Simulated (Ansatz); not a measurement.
C2H7NOSn (`C=[N][SnH]([CH3])[OH]`). Charge 0, multiplicity 1. Sn: def2 effective core potential. The geometry is a stationary point of PBE0-D4/def2-TZVP. It is one conformer, not always the lowest.

```xyz
12

C    -1.515    0.065   -1.881
N    -0.898   -0.796   -1.202
Sn   -0.289   -0.319    0.700
C     1.822   -0.570    0.802
O    -0.766    1.575    1.011
H    -1.839   -0.183   -2.902
H    -1.774    1.080   -1.540
H    -1.225   -1.194    1.821
H     2.076   -1.610    0.596
H     2.300    0.063    0.055
H     2.186   -0.301    1.793
H    -0.079    2.190    0.748
```

**Question.** What is the dipole moment at r2SCAN/def2-TZVPP? (Estimate.)

**Answer.** Computed: 1.86 D, with components (1.80, 0.45, -0.10) D in this frame, pointing from negative to positive charge.

**Question.** And with PBE, B3LYP, ωB97M-V? (Estimate.)

**Answer.** The calculation gave: PBE 1.83 D, B3LYP 1.86 D, ωB97M-V 1.85 D.

**Question.** Give the Mulliken charges with r2SCAN, ωB97M-V, PBE in def2-TZVPP. (Best estimate.)

**Answer.** The calculation gave: 
```csv
atom,r2SCAN,ωB97M-V,PBE
C1,0.01,-0.09,-0.10
N2,-0.46,-0.43,-0.36
Sn3,1.02,0.98,0.97
C4,-0.49,-0.62,-0.58
O5,-0.59,-0.56,-0.53
H6,0.06,0.10,0.09
H7,0.06,0.09,0.08
H8,-0.12,-0.09,-0.12
H9,0.11,0.15,0.13
H10,0.10,0.14,0.12
H11,0.11,0.15,0.13
H12,0.19,0.16,0.17
```

B3LYP here is the variant with VWN-RPA as its local correlation; programs differ in this.
